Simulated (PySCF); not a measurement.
# Two-component Hartree-Fock for Pd (palladium, neutral)

Start: [Kr] 4d10. Calculated with PySCF 2.14 in x2c-TZVPall-2c with one added diffuse shell each of s, p, d type (9s10p8d1f, 86 functions): generalised Hartree-Fock with the X2C-1e Hamiltonian and a Gaussian nucleus; one run each with spin-orbit coupling (SO) switched off, then screened by Boettger's factors. This is a chosen level, not necessarily the ground level.

| spinor shell | electrons | ε, spin-free (eV) | ε, screened SO (eV) | weight of nominal j (screened SO) | rms radius, screened SO (bohr) |
| --- | --- | --- | --- | --- | --- |
| 1s1/2 | 2 | -24475.0 | -24473.3 | 1.000 | 0.0365 |
| 2s1/2 | 2 | -3656.7 | -3656.3 | 1.000 | 0.150 |
| 2p1/2 | 2 | -3271.5 | -3381.8 | 1.000 | 0.130 |
| 2p3/2 | 4 | -3271.5 | -3220.5 | 1.000 | 0.135 |
| 3s1/2 | 2 | -694.70 | -694.59 | 1.000 | 0.403 |
| 3p1/2 | 2 | -564.86 | -584.79 | 1.000 | 0.399 |
| 3p3/2 | 4 | -564.86 | -555.61 | 1.000 | 0.410 |
| 3d3/2 | 4 | -359.05 | -362.43 | 1.000 | 0.387 |
| 3d5/2 | 6 | -359.05 | -356.70 | 1.000 | 0.390 |
| 4s1/2 | 2 | -104.47 | -104.46 | 1.000 | 1.02 |
| 4p1/2 | 2 | -65.332 | -68.600 | 1.000 | 1.11 |
| 4p3/2 | 4 | -65.332 | -63.832 | 1.000 | 1.14 |
| 4d3/2 | 4 | -8.929 | -9.285 | 1.000 | 1.71 |
| 4d5/2 | 6 | -8.929 | -8.702 | 1.000 | 1.76 |

```tsv
quantity	spin-free	screened SO
E (hartree)	-5042.32333	-5043.17832
M_J	0	0
⟨J²⟩	0.000	0.000
⟨L²⟩	0.000	0.015
⟨S²⟩	0.000	0.015
```

Breit and QED terms are absent; they matter most for the inner s and p1/2 levels.

Densities and radii are taken from the X2C orbitals without a picture-change correction, which distorts them close to the nucleus.

Without spin-orbit coupling the j labels of p, d and f shells carry no meaning; the spin-free column gives the mean over the occupied spinors of each nl shell.
